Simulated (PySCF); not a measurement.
FH₈NSi₃, SMILES N[SiH2][SiH2][SiH2]F.

Geometry optimised at PBE-D3(BJ)/def2-SVP. This is a generated structure with no PubChem entry under its InChIKey; it may be hypothetical. One conformer was computed; it need not be the lowest.

Two levels are set side by side: PBE/def2-TZVP (PySCF) and HF/def2-TZVP (PySCF). Same geometry, gas phase. Differences are taken from unrounded values.

| quantity | HF | PBE | PBE minus HF |
|---|---|---|---|
| orbital gap (eV) | 12.54 | 4.66 | -7.87 |
| highest occupied level (eV) | -10.21 | -6.24 | 3.97 |
| lowest empty level (eV) | 2.33 | -1.58 | -3.91 |
| dipole moment (D) | 3.19 | 2.91 | -0.28 |
| mean polarisability (bohr³) | 85.1 | 97.1 | 12.1 |

Without exact exchange PBE keeps part of each electron's self-repulsion, which lifts occupied levels and narrows the gap. PBE's more diffuse valence density responds more strongly to a field. Differences between two approximate levels are no errors against the true value.

Rough cost on one machine, each run with all the roots and properties that it gave: HF against PBE about 1/3.
